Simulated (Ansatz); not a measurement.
The molecule K$_{2}$, closed-shell singlet (the spin of the measured ground state). No spin–orbit coupling. K is treated without relativity.

D_e counts from the fitted minimum to each atom's lowest state at the same level, without counterpoise. The singlet is restricted.

Correlated levels freeze the inner cores; with def2 sets outer-core shells near the valence are correlated too.

The values were computed with Ansatz (Gaussian basis) for Hartree–Fock, density functionals and correlated methods. Values without a source in brackets are computed.

Task: Predict the bond energy D_e from CCSD(T)/def2-QZVPP.

Result: 0.55 eV

Task: Give the bond energy D_e at the level BHLYP/def2-TZVPP.

Result: 0.45 eV

Task: What is the computed bond energy D_e (SVWN5/def2-TZVPP)?

Result: 0.67 eV

Doubts at one or more of the structures used: a restricted determinant that unrestricted orbitals would lower (CCSD(T)/def2-QZVPP).

Ansatz is an electronic-structure program.
